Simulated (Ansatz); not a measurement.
Reaction (ligand exchange at the Al–O bond): `C[O][Al]([NH2])[SH]` + HCl → `[NH2][Al]([SH])[Cl]` + CH₃OH

Calculated with Ansatz (gas phase, PBE0-D4/def2-TZVP geometries, no zero-point term in ΔE). CCSD(T)/CBS adds triple-zeta CCSD(T) − MP2 to the extrapolated MP2 energy (def2 sets, frozen cores). This one scheme is used for every species. Functionals use def2-TZVPP. B3LYP here is the variant with VWN-RPA as its local correlation; programs differ in this. HSE06 is defined as in plane-wave codes. One conformer a species, not always the lowest.

| level | ΔE (kcal/mol) |
| --- | --- |
| B3LYP-D4 | -7.1 |
| PBE-QIDH | -9.0 |
| B3LYP | -7.7 |
| r2SCAN0 | -9.0 |
| HSE06 | -9.6 |
| RPA@PBE/def2-TZVPP | -6.7 |
| MP2/def2-SVP | -7.4 |
| MP2/CBS(def2) | -8.6 |

(1) What does CCSD(T)/CBS give? (An estimate is asked.)

(2) What do rigid-rotor, harmonic-oscillator terms from PBE0-D4/def2-TZVP frequencies (298.15 K, 1 bar) make of the CCSD(T)/CBS value? (An estimate is asked.)

Largest T1 diagnostic among the species: 0.011.

## Answers

(1) Ansatz gave: -8.2 kcal/mol. The listed levels differ from it by 1.1, -0.8, 0.5, -0.8, -1.4, 1.5, 0.8, -0.4 kcal/mol.

(2) Ansatz gave: ΔZPE = +2.7 kcal/mol, ΔH = -6.3 kcal/mol, ΔS = 0 J/(mol·K), ΔG = -6.3 kcal/mol. Modes under 50 cm⁻¹ make the entropy rough.

At CCSD(T), def2-SVP lies +1.0 kcal/mol from the extrapolated value and def2-TZVPP +0.9 kcal/mol. Leaving LDA and LC-ωPBE aside and taking each functional with its dispersion term where it has one, the values, not all of them listed here, spread over 2.7 kcal/mol, from HSE06-D4 to BLYP-D4. LDA lies +2.0 kcal/mol from PBE without D4.

CCSD(T)/CBS has its own doubt, a few kJ/mol and more with outer-core shells, so smaller differences from it don't rank the levels.
